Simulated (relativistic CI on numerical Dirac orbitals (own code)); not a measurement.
Calculated at this level of theory: Dirac-Coulomb-Breit CI, separate exchange-only KLI orbitals for each configuration, a model potential for QED, unscaled Slater integrals (own radial code, finite nucleus).

Configurations in the expansion (outside the closed core [Ar] 3d10): 4s2 4p3, 4s 4p4, 4s2 4p2 4d, 4p5, 4s 4p3 4d, 4s2 4p2 4f, 4s 4p3 4f, 4p4 4d, 4s 4p2 4d2, 4s2 4p 4d 4f, 4p4 4f, 4s2 4p2 5s, 4p4 5s, 4s2 4p2 5p, 4p3 4d 4f, 4s 4p2 4d 5s, 4s 4p2 4f2, 4s 4p3 5s, 4s2 4p2 5d, 4s2 4p 4f 5s, 4s 4p3 5p, 4s2 4p2 5f, 4s2 4p2 5g, 4s 4p3 5d, 4s2 4p2 6s, 4p3 4f 5s, 4s2 4p2 6p, 4s2 4p 4d2, 4s2 4d3, 4s 4p 4d3, 4s2 4d2 4f, 4s 4p 4d2 4f, 4s2 4d2 5s, 4p3 4d2, 4p2 4d3, 4p2 4d2 4f, 4p2 4d2 5s, 4s2 4p 4f2, 4s2 4d 4f2, 4s 4p 4d 4f2, 4s2 4f3, 4s 4p 4f3, 4s2 4f2 5s, 4p3 4f2, 4p2 4d 4f2, 4p2 4f3, 4p2 4f2 5s, 4s 4p2 4d 4f, 4s 4p 4d 4f 5s, 4s2 4p 4d 5s, 4s 4p 4d2 5s, 4s2 4d 4f 5s, 4s2 4d 5s2, 4p3 4d 5s, 4p2 4d 4f 5s, 4p2 4d 5s2, 4s 4p2 4f 5s, 4s 4p 4f2 5s, 4s 4p 4f 5s2, 4s2 4p 5s2, 4s 4p 4d 5s2, 4s2 4f 5s2. Double excitations out of closed p, d and f shells are left out; levels of such configurations are missing from the list, as are those of other unlisted configurations, and high levels can miss mixing partners. These lack a partner that the ground configuration has and come out too high: 4s2 4p2 5p, 4s2 4p2 5d, 4s 4p3 5p, 4s2 4p2 5f, 4s2 4p2 5g.

At this charge energies of transitions that change n are usually good to better than 1 %, and those within a shell (Δn = 0) to a few per cent.

Outline of the computed level scheme of Ce XXVI. Lowest level of each configuration: 4s2 4p3 2P°_3/2 at 0.000 eV; 4s 4p4 4P_5/2 at 79.263 eV; 4s2 4p2 4d 4F_3/2 at 99.964 eV; 4p5 2P°_3/2 at 173.813 eV; 4s 4p3 4d 6D°_1/2 at 175.014 eV.

Some strong electric-dipole decays among the lowest 45 levels: 4s2 4p2 4d 2F_7/2 → 4s2 4p3 2D°_5/2 (5.9e+11 s⁻¹); 4s2 4p2 4d 2D_5/2 → 4s2 4p3 2P°_3/2 (5.1e+11 s⁻¹); 4s2 4p2 4d 4P_1/2 → 4s2 4p3 2P°_3/2 (4.6e+11 s⁻¹); 4s2 4p2 4d 2S_1/2 → 4s2 4p3 2P°_3/2 (3.9e+11 s⁻¹); 4s2 4p2 4d 2D_3/2 → 4s2 4p3 2P°_1/2 (3.8e+11 s⁻¹); 4s2 4p2 4d 2D_3/2 → 4s2 4p3 4S°_3/2 (3.7e+11 s⁻¹); 4s2 4p2 4d 4P_5/2 → 4s2 4p3 2P°_3/2 (3.6e+11 s⁻¹); 4s2 4p2 4d 2P_1/2 → 4s2 4p3 2P°_1/2 (3.4e+11 s⁻¹).

LS names give the leading component of a level, which can be under half, so a name can repeat, a term be missing and a line seem to break the LS rules.
